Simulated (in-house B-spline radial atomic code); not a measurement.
Successive ionisation energies of tungsten; each step leads to the configuration of the next row (after the last: [Kr] 4d10 4f10). NIST's values go from ground level to ground level; the uncertainty of those that are theory runs from under 0.1 % in few-electron ions to several per cent in heavy many-electron ones. Computed with an all-electron radial atomic-structure program (B-spline basis): non-relativistic Hartree-Fock, average of the configuration, point nuclei.

This level leaves out relativity, spin-orbit splitting included, which matters for heavy ions.

```tsv
ion	configuration	ionisation energy (eV)	tabulated value (eV)	computed minus tabulated (eV)	highest orbital	largest mean radius (bohr)
W12+	[Kr] 4d10 4f14 5s2	263.3	258.3	5.0	5s	1.068
W13+	[Kr] 4d10 4f13 5s2	?	?	?	?	?
W14+	[Kr] 4d10 4f12 5s2	?	?	?	?	?
W15+	[Kr] 4d10 4f11 5s2	336.5	361.9	-25.4	5s	1.0051
W16+	[Kr] 4d10 4f11 5s1	360.4	387.9	-27.5	5s	0.99387
W17+	[Kr] 4d10 4f11	428.4	420.7	7.7	4f	0.51376
```

(1) Fill in the row of W13+.

(2) Fill in the row of W14+.

(3) How far is this level of theory from the measured and semi-empirical values?

## Answers

(1) ionisation energy (eV): 298.6; tabulated value (eV): 290.7; computed minus tabulated (eV): 7.9; highest orbital: 5s; largest mean radius (bohr): 1.0459.

(2) ionisation energy (eV): 335.3; tabulated value (eV): 325.3; computed minus tabulated (eV): 10.0; highest orbital: 5s; largest mean radius (bohr): 1.025.

(3) Over those 6 rows the differences run from -27.5 to +9.98 eV (mean absolute value 14 eV). The calculation leaves out relativity, correlation and, in open shells, the multiplet splittings that an average leaves out.
